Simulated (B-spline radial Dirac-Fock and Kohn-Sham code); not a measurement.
Binding energies of Re⁷⁺ at several levels of theory

System: the Re⁷⁺ ion, configuration [Xe] 4f14.

The density-functional columns are spherical, spin-unpolarised Dirac-Kohn-Sham results without Breit or QED terms: −ε is minus the orbital energy of the initial state and ΔSCF the difference of two total energies. The reference in the last column comes from relaxed Dirac-Fock hole states (ΔSCF) with Breit and QED corrections and a finite nucleus. All numbers are from a radial B-spline solver, in eV; a selection of levels is shown. The Kohn-Sham columns are given as differences from the reference. For the 1s level of heavy atoms much of the gap between ΔSCF and the reference is the Breit and QED part, -365.3 eV here; for other levels the error of the functional can be larger.

```
level  LDA −ε − DF  LDA ΔSCF − DF  PBE −ε − DF  PBE ΔSCF − DF  Dirac-Fock
   1s       -215.0         +353.6       -155.6         +414.9     71785.3
   2s       -164.9          -57.7       -156.3          -49.4     12648.2
2p1/2       -116.4          +20.8       -112.6          +24.5     12072.3
2p3/2       -131.0          -13.2       -128.7          -11.0     10648.9
   3s        -88.1          -54.7        -85.7          -52.5      3051.8
3p1/2        -70.2          -34.5        -69.4          -33.7      2797.3
3p3/2        -69.5          -36.9        -69.1          -36.5      2484.3
3d3/2        -47.6           -8.9        -47.9           -9.2      2062.5
3d5/2        -48.9          -11.4        -49.2          -11.7      1995.9
   4s        -48.8          -31.5        -47.7          -30.5       742.8
4p1/2        -40.9          -23.8        -40.5          -23.4       636.1
4p3/2        -41.0          -24.5        -40.4          -23.9       563.1
4d3/2        -28.5          -12.3        -28.5          -12.3       387.7
4d5/2        -28.5          -12.5        -28.5          -12.5       374.2
4f5/2        -11.8           +3.2        -12.3           +2.8       151.8
4f7/2        -12.0           +3.0        -12.4           +2.5       149.4
   5s        -13.7           -3.2        -14.1           -3.6       192.7
5p1/2         -7.8           +2.2         -8.2           +1.7       155.4
5p3/2         -7.7           +1.7         -8.1           +1.3       143.0
```

For the outermost level NIST gives 144.4 ± 0.4 eV (semi-empirical); the differences from it are LDA −ε -9.15, LDA ΔSCF +0.27, PBE −ε -9.52, PBE ΔSCF -0.12, Dirac-Fock -1.42 eV.

Values without a named source are computed, but for edge energies of neutral atoms, which are taken from tables.
